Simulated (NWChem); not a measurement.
System: Si$_{2}$H$_{4}$OClF; SMILES O[SiH2][Si@@H](F)Cl

Here is an NWChem input.

```
start job
memory heap 200 mb stack 900 mb global 1100 mb
geometry units angstroms noautoz
  O      1.097762     2.275085     0.181914
  Si    -0.404102     1.709645    -0.272843
  Si    -0.503609    -0.519655     0.453767
  F     -1.607648    -1.383395    -0.366344
  Cl     1.378256    -1.261730    -0.029110
  H      1.833428     1.679472    -0.000028
  H     -0.617956     1.710751    -1.753789
  H     -1.419175     2.580615     0.378640
  H     -0.722505    -0.787823     1.900442
end
basis spherical
  * library def2-svp
end
dft
  xc m06-l
  iterations 150
  mulliken
end
task dft energy
```

Excerpt of the output:

```
             Northwest Computational Chemistry Package (NWChem) 7.3.0
             --------------------------------------------------------

 C1  symmetry detected

                             Geometry "geometry" -> ""
                             -------------------------

 Output coordinates in angstroms (scale by  1.889725989 to convert to a.u.)

  No.       Tag          Charge          X              Y              Z
 ---- ---------------- ---------- -------------- -------------- --------------
    1 O                    8.0000     0.91032459     2.23836372     0.15379258
    2 Si                  14.0000    -0.58179795     1.58971589    -0.21356026
    3 Si                  14.0000    -0.49632366    -0.65534271     0.46470832
    4 F                    9.0000    -1.59891717    -1.56972249    -0.30062044
    5 Cl                  17.0000     1.39006883    -1.26932404    -0.15964069
    6 H                    1.0000     1.66677031     1.69334155    -0.09075376
    7 H                    1.0000    -0.89517701     1.60670716    -1.67658475
    8 H                    1.0000    -1.60139352     2.38288498     0.52447748
    9 H                    1.0000    -0.60000945    -0.96505675     1.91592318

 Effective nuclear repulsion energy (a.u.)     364.2710425259

                                 NWChem DFT Module
                                 -----------------

 Summary of "ao basis" -> "ao basis" (spherical)
 ------------------------------------------------------------------------------
       Tag                 Description            Shells   Functions and Types
 ---------------- ------------------------------  ------  ---------------------
 O                          def2-svp                 6       14   3s2p1d
 Si                         def2-svp                 8       18   4s3p1d
 F                          def2-svp                 6       14   3s2p1d
 Cl                         def2-svp                 8       18   4s3p1d
 H                          def2-svp                 3        5   2s1p

            General Information
            -------------------
          SCF calculation type: DFT
          Wavefunction type:  closed shell.
          No. of atoms     :     9
          No. of electrons :    66
           Alpha electrons :    33
            Beta electrons :    33
          Charge           :     0
          Spin multiplicity:     1
          Use of symmetry is: off; symmetry adaption is: off
          Maximum number of iterations: 150
          AO basis - number of functions:   102
                     number of shells:    48
          Convergence on energy requested:  1.00D-06
          Convergence on density requested:  1.00D-05
          Convergence on gradient requested:  5.00D-04

              XC Information
              --------------
                        M06-L Method XC Functional
                         M06-L Exchange Functional  1.000
                       M06-L Correlation Potential  1.000

             Grid Information
             ----------------
          Grid used for XC integration:  medium
          Radial quadrature: Mura-Knowles
          Angular quadrature: Lebedev.
          Tag              B.-S. Rad. Rad. Pts. Rad. Cut. Ang. Pts.
          ---              ---------- --------- --------- ---------
          O                   0.60       49          11.0       434
          Si                  1.10       88          10.0       590
          F                   0.50       49          12.0       434
          Cl                  1.00       88          12.0       590
          H                   0.35       45          11.0       434
          Grid pruning is: on
          Number of quadrature shells:   542
          Spatial weights used:  Erf1

      Superposition of Atomic Density Guess
      -------------------------------------

 Sum of atomic energies:       -1212.78138914

      Non-variational initial energy
      ------------------------------

 Total energy =   -1213.976622
 1-e energy   =   -2406.279558
 2-e energy   =     828.031893
 HOMO         =      -0.295292
 LUMO         =       0.009453

     ---------------------------------------------
      Total Density - Mulliken Population Analysis
     ---------------------------------------------

    Atom       Charge   Shell Charges
 -----------   ------   -------------------------------------------------------
    1 O    8     8.78   1.99  1.10  0.64  3.09  1.95  0.00
    2 Si  14    13.37   2.00  1.99  0.98  0.26  5.94  1.04  0.97  0.19
    3 Si  14    12.92   2.00  1.99  0.97  0.21  5.93  0.88  0.72  0.22
    4 F    9     9.58   1.99  1.15  0.78  3.52  2.14  0.00
    5 Cl  17    17.42   2.00  1.99  1.22  0.72  5.94  2.16  3.37  0.01
    6 H    1     0.66   0.52  0.08  0.06
    7 H    1     1.09   0.70  0.38  0.01
    8 H    1     1.08   0.70  0.38  0.01
    9 H    1     1.10   0.70  0.39  0.01

   convergence    iter        energy       DeltaE   RMS-Dens  Diis-err
 ---------------- ----- ----------------- --------- --------- ---------
 d= 0,ls=0.0,diis     1  -1216.2045106154 -1.58D+03  1.90D-02  8.86D-01
 d= 0,ls=0.0,diis     2  -1215.9846253270  2.20D-01  1.21D-02  3.18D+00
 d= 0,ls=0.0,diis     3  -1216.3144775925 -3.30D-01  1.59D-03  2.27D-02
 d= 0,ls=0.0,diis     4  -1216.3153360534 -8.58D-04  8.33D-04  8.90D-03
 d= 0,ls=0.0,diis     5  -1216.3118153520  3.52D-03  4.13D-04  1.33D-03
  Resetting Diis
 d= 0,ls=0.0,diis     6  -1216.3120408236 -2.25D-04  2.32D-04  2.69D-04
 d= 0,ls=0.0,diis     7  -1216.3120942382 -5.34D-05  2.63D-04  1.28D-04
 d= 0,ls=0.0,diis     8  -1216.3121017429 -7.50D-06  9.99D-05  2.06D-04
 d= 0,ls=0.0,diis     9  -1216.3121203232 -1.86D-05  2.58D-05  1.24D-05
 d= 0,ls=0.0,diis    10  -1216.3121215121 -1.19D-06  6.93D-06  4.95D-07
 d= 0,ls=0.0,diis    11  -1216.3121215608 -4.86D-08  2.26D-06  8.94D-08

         Total DFT energy =    -1216.312121560760
      One electron energy =    -2408.935081103508
           Coulomb energy =      919.126646638914
    Exchange-Corr. energy =      -90.774729622077
 Nuclear repulsion energy =      364.271042525910

 Numeric. integr. density =       65.999993913519

                       DFT Final Molecular Orbital Analysis
                       ------------------------------------

 Vector   31  Occ=2.000000D+00  E=-3.153417D-01
              MO Center=  1.1D+00, -1.2D+00, -1.1D-01, r^2= 1.9D+00
   Bfn.  Coefficient  Atom+Function         Bfn.  Coefficient  Atom+Function
  ----- ------------  ---------------      ----- ------------  ---------------
    77      0.466155  5 Cl pz                74      0.343671  5 Cl pz
    76      0.344309  5 Cl py                73      0.251656  5 Cl py
    75      0.212063  5 Cl px                71      0.200139  5 Cl pz
    72      0.154243  5 Cl px                70      0.146706  5 Cl py
    54     -0.121620  4 F  px                69      0.090051  5 Cl px

 Vector   32  Occ=2.000000D+00  E=-2.985219D-01
              MO Center=  2.2D-01,  1.5D+00, -6.0D-02, r^2= 4.0D+00
   Bfn.  Coefficient  Atom+Function         Bfn.  Coefficient  Atom+Function
  ----- ------------  ---------------      ----- ------------  ---------------
     6      0.438582  1 O  pz                 9      0.331451  1 O  pz
    93     -0.208302  8 H  s                 88      0.204818  7 H  s
    76     -0.188193  5 Cl py                94     -0.170001  8 H  s
    77      0.165248  5 Cl pz                89      0.160823  7 H  s
    23     -0.137644  2 Si py                73     -0.129311  5 Cl py

 Vector   33  Occ=2.000000D+00  E=-2.595784D-01
              MO Center= -8.3D-02,  5.7D-01,  8.8D-02, r^2= 4.3D+00
   Bfn.  Coefficient  Atom+Function         Bfn.  Coefficient  Atom+Function
  ----- ------------  ---------------      ----- ------------  ---------------
     5      0.232919  1 O  py                41      0.223386  3 Si py
     6     -0.216638  1 O  pz                76     -0.216070  5 Cl py
    23     -0.203732  2 Si py                35      0.196998  3 Si s
     8      0.188253  1 O  py                98     -0.188102  9 H  s
     9     -0.178640  1 O  pz                88     -0.166459  7 H  s

 Vector   34  Occ=0.000000D+00  E=-4.797348D-02
              MO Center= -4.7D-01,  4.8D-01,  1.8D-01, r^2= 4.0D+00
   Bfn.  Coefficient  Atom+Function         Bfn.  Coefficient  Atom+Function
  ----- ------------  ---------------      ----- ------------  ---------------
    43      0.510814  3 Si px                25      0.507300  2 Si px
    26      0.342397  2 Si py                 3     -0.328774  1 O  s
    36      0.300971  3 Si s                 18     -0.295483  2 Si s
    44      0.283185  3 Si py                68     -0.227217  5 Cl s
    40      0.225828  3 Si px                89      0.220315  7 H  s

 Vector   35  Occ=0.000000D+00  E=-2.575801D-02
              MO Center= -4.4D-01,  1.1D-01,  1.2D-01, r^2= 3.9D+00
   Bfn.  Coefficient  Atom+Function         Bfn.  Coefficient  Atom+Function
  ----- ------------  ---------------      ----- ------------  ---------------
    45      0.550352  3 Si pz                94     -0.470306  8 H  s
    27      0.445738  2 Si pz                89      0.442879  7 H  s
    99     -0.437075  9 H  s                 44      0.432457  3 Si py
    26      0.318680  2 Si py                75     -0.316848  5 Cl px
    25     -0.273076  2 Si px                36      0.268629  3 Si s

 Vector   36  Occ=0.000000D+00  E= 1.965850D-02
              MO Center= -3.9D-01,  1.4D-01,  3.1D-01, r^2= 4.7D+00
   Bfn.  Coefficient  Atom+Function         Bfn.  Coefficient  Atom+Function
  ----- ------------  ---------------      ----- ------------  ---------------
    36      1.251553  3 Si s                 18     -0.842124  2 Si s
    35      0.812945  3 Si s                 26      0.749322  2 Si py
    99     -0.751591  9 H  s                 34      0.376739  3 Si s
    17     -0.352997  2 Si s                 44      0.324051  3 Si py
    75      0.322096  5 Cl px                68     -0.248661  5 Cl s

     ---------------------------------------------
      Total Density - Mulliken Population Analysis
     ---------------------------------------------

    Atom       Charge   Shell Charges
 -----------   ------   -------------------------------------------------------
    1 O    8     8.46   1.99  1.10  0.66  2.85  1.85  0.01
    2 Si  14    13.54   2.00  1.99  1.04  0.16  5.93  1.26  0.89  0.27
    3 Si  14    13.26   2.00  1.99  1.09  0.06  5.93  1.18  0.68  0.33
    4 F    9     9.37   1.99  1.15  0.79  3.32  2.11  0.00
    5 Cl  17    17.32   2.00  1.99  1.23  0.74  5.93  2.14  3.26  0.02
    6 H    1     0.79   0.67  0.05  0.07
    7 H    1     1.09   0.76  0.32  0.01
    8 H    1     1.08   0.76  0.31  0.01
    9 H    1     1.09   0.77  0.31  0.01

     -------------------------------------------
      Total Density - Lowdin Population Analysis
     -------------------------------------------

    Atom       Charge   Shell Charges
 -----------   ------   -------------------------------------------------------
    1 O    8     8.24   1.97  0.90  0.60  2.69  2.06  0.01
    2 Si  14    13.60   2.00  1.93  0.67  0.35  5.82  1.28  1.13  0.41
    3 Si  14    13.62   2.00  1.94  0.72  0.36  5.81  1.22  1.03  0.54
    4 F    9     9.23   1.98  1.04  0.76  3.20  2.25  0.01
    5 Cl  17    17.09   2.00  1.96  1.04  0.81  5.82  2.26  3.18  0.02
    6 H    1     0.91   0.55  0.17  0.19
    7 H    1     1.10   0.66  0.42  0.03
    8 H    1     1.10   0.66  0.41  0.02
    9 H    1     1.10   0.67  0.41  0.03

     Multipole analysis of the density
     ---------------------------------

     L   x y z        total         alpha         beta         nuclear
     -   - - -        -----         -----         ----         -------
     0   0 0 0     -0.000000    -33.000000    -33.000000     66.000000

     1   1 0 0      0.016149      0.008075      0.008075      0.000000
     1   0 1 0      0.244110      0.122055      0.122055      0.000000
     1   0 0 1      0.154992      0.077496      0.077496     -0.000000

     2   2 0 0    -37.076919   -156.343701   -156.343701    275.610484
     2   1 1 0     -1.153425      1.839852      1.839852     -4.833128
     2   1 0 1     -1.320711      0.153722      0.153722     -1.628156
     2   0 2 0    -42.241652   -276.631073   -276.631073    511.020494
     2   0 1 1     -1.563756      2.820426      2.820426     -7.204608
     2   0 0 2    -37.514405    -39.938426    -39.938426     42.362446
```

Level: M06-L/def2-SVP. Geometry: optimised at PBE0/def2-SVP.
